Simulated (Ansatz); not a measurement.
Basis sets compared for BeF2. The state is a singlet with charge 0. Geometry PBE-D4/def2-TZVP. Ansatz on 4 threads of Arm Neoverse V2 on a shared host; times are rough, and most runs start from earlier orbitals.

```xyz
3

Be    0.001    0.001    0.000
F     1.157   -0.459   -0.621
F    -1.158    0.458    0.621
```

Binding counts from free atoms (Be singlet, F doublet) in the same basis, without a counterpoise term.

```
           level  functions  energy (Eh)  HOMO (eV)  LUMO (eV)  binding per atom (eV)  wall time
       HF/STO-3G         15    -210.6383     -11.79       8.69                   2.84     0.05 s
        HF/6-31G         27    -213.6310     -16.93       2.90                   3.11     0.05 s
 PBE-D4/def2-SVP         37    -214.1853      -9.36      -1.28                   4.48     0.15 s
PBE0-D4/def2-SVP         37    -214.1874     -11.49      -0.52                   4.27     0.15 s
```

**Question.** Estimate the rows for PBE-D4/def2-TZVP, PBE0-D4/def2-TZVP.

**Answer.** 
| level | functions | energy (Eh) | HOMO (eV) | LUMO (eV) | binding per atom (eV) | wall time |
| --- | --- | --- | --- | --- | --- | --- |
| PBE-D4/def2-TZVP | 81 | -214.4608 | -9.66 | -1.41 | 4.48 | 0.2 s |
| PBE0-D4/def2-TZVP | 81 | -214.4631 | -11.71 | -0.72 | 4.31 | 0.3 s |
